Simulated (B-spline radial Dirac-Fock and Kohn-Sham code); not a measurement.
Auger decay of the 4d5/2 hole in Hf⁺

System: hafnium as Hf⁺, [Xe] 4f14 5d1 6s2.

These are calculated numbers from a radial atomic solver; the model is independent-particle radiative and Coulomb Auger rates from relativistic LDA hole-state orbitals, with Dirac-Fock energies. Kinetic energies are configuration averages from the vacuum level; the two-hole energies are estimated from single-hole states.

```
transition  kinetic energy (eV)  width (meV)  share (%)
   N5-O1O3                84.31         23.0        0.3
   N5-N6O1                95.66         56.7        0.8
   N5-N7O1                97.32          446        6.7
   N5-N6O2                127.6         32.3        0.5
   N5-N7O2                129.1          428        6.4
   N5-N6O3                136.0         91.3        1.4
   N5-N7O3                137.7          498        7.5
   N5-N6N6                145.3         73.8        1.1
   N5-N6N7                146.4         2750       41.2
   N5-N7N7                148.6         2020       30.2
   N5-N6O5                172.9         34.0        0.5
   N5-N7O4                174.0         29.8        0.4
   N5-N7O5                174.6         58.8        0.9
   N5-N7P1                179.1         61.6        0.9
```

Coster-Kronig rates are the weakest part of this model and often come out 1.5 to 2.5 times too large. Super-Coster-Kronig decay this fast strains the one-particle picture, and such widths tend to come out too large. The listed channels hold 99 % of the non-radiative rate. Summed by principal shells, of 6.68 eV in all: NNN 72.5 %, NNO 25.1 %, NOO 1.3 %, NNP 1.0 %.
